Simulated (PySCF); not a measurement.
FI3Si. Atoms are numbered in the order given.

```xyz
5

F      0.0000     0.0000     2.1778
Si     0.0000     0.0000     0.5602
I      2.0188     1.1655    -0.1726
I      0.0000    -2.3311    -0.1726
I     -2.0188     1.1655    -0.1726
```
Charge 0, spin multiplicity 1.

Geometry: B3LYP-D3(BJ)/def2-SVP. The def2 effective core potentials stand for the cores of I; spin–orbit coupling is left out.

Level of theory: PBE/def2-TZVP run with PySCF.

Symmetry labels are those of the subgroup Cs that the program uses (full group C3v).

Computed valence orbital energies around the gap with their symmetry:
| orbital | symmetry | energy (eV) |
|---|---|---|
| HOMO−7 | A" | -8.93 |
| HOMO−6 | A' | -8.93 |
| HOMO−5 | A' | -7.59 |
| HOMO−4 | A' | -7.37 |
| HOMO−3 | A" | -7.37 |
| HOMO−2 | A" | -6.93 |
| HOMO−1 | A' | -6.93 |
| HOMO | A" | -6.69 |
| LUMO | A' | -3.18 |
| LUMO+1 | A' | -1.26 |
| LUMO+2 | A' | -1.19 |
| LUMO+3 | A" | -1.19 |
